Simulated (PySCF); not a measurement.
Isomers of C6H5ClO2S.

All values: PBE0/pcSseg-1 (PySCF) at GFN2-xTB geometries, gas phase, one conformer each.

**Question.** Rank by the highest Hirshfeld charge on any atom, highest value first.
A. `[O:1]=[S:2](=[O:3])([Cl:4])[c:5]1[cH:6][cH:7][cH:8][cH:9][cH:10]1` with O1–S2–C5–C6 23°
B. `[CH3:1][S:2][c:3]1[cH:4][cH:5][c:6]([C:7](=[O:8])[Cl:9])[o:10]1` with C1–S2–C3–C4 180°, C5–C6–C7–O8 0°
C. `[CH3:1][S:2][c:3]1[cH:4][o:5][c:6]([C:7](=[O:8])[Cl:9])[cH:10]1` with C1–S2–C3–C4 0°, O5–C6–C7–O8 180°

**Answer.** A (+0.520 e), C (+0.155 e), B (+0.145 e).

**Question.** Rank by the highest IAO charge on any atom, lowest value first.
A. `[CH3:1][S:2][c:3]1[cH:4][cH:5][c:6]([C:7](=[O:8])[Cl:9])[o:10]1` with C1–S2–C3–C4 180°, C5–C6–C7–O8 0°
B. `[CH3:1][O:2][c:3]1[cH:4][cH:5][s:6][c:7]1[C:8](=[O:9])[Cl:10]` with C1–O2–C3–C4 -1°, S6–C7–C8–O9 180°
C. `[O:1]=[S:2](=[O:3])([Cl:4])[c:5]1[cH:6][cH:7][cH:8][cH:9][cH:10]1` with O1–S2–C5–C6 23°

**Answer.** A (+0.337 e), B (+0.399 e), C (+1.985 e).

All values together:

```csv
SMILES,μ (D),HOMO (eV),LUMO (eV),lowest IAO charge (e),highest IAO charge (e),lowest Hirshfeld charge (e),highest Hirshfeld charge (e)
O=S(=O)(Cl)c1ccccc1,5.26,-8.39,-2.05,-0.829 (O),+1.985 (S),-0.274 (O),+0.520 (S)
CSc1ccc(C(=O)Cl)o1,4.43,-6.63,-2.02,-0.501 (C),+0.337 (C),-0.222 (O),+0.145 (C)
CSc1coc(C(=O)Cl)c1,5.31,-6.72,-2.20,-0.507 (C),+0.341 (C),-0.211 (O),+0.155 (C)
COc1ccsc1C(=O)Cl,6.20,-7.06,-2.04,-0.359 (O),+0.399 (S),-0.214 (O),+0.145 (C)
CSc1ccoc1C(=O)Cl,6.13,-6.73,-1.98,-0.514 (C),+0.328 (C),-0.215 (O),+0.139 (C)
```

Conformers: `[O:1]=[S:2](=[O:3])([Cl:4])[c:5]1[cH:6][cH:7][cH:8][cH:9][cH:10]1` with O1–S2–C5–C6 23°; `[CH3:1][S:2][c:3]1[cH:4][cH:5][c:6]([C:7](=[O:8])[Cl:9])[o:10]1` with C1–S2–C3–C4 180°, C5–C6–C7–O8 0°; `[CH3:1][S:2][c:3]1[cH:4][o:5][c:6]([C:7](=[O:8])[Cl:9])[cH:10]1` with C1–S2–C3–C4 0°, O5–C6–C7–O8 180°; `[CH3:1][O:2][c:3]1[cH:4][cH:5][s:6][c:7]1[C:8](=[O:9])[Cl:10]` with C1–O2–C3–C4 -1°, S6–C7–C8–O9 180°; `[CH3:1][S:2][c:3]1[cH:4][cH:5][o:6][c:7]1[C:8](=[O:9])[Cl:10]` with C1–S2–C3–C4 0°, O6–C7–C8–O9 180°.
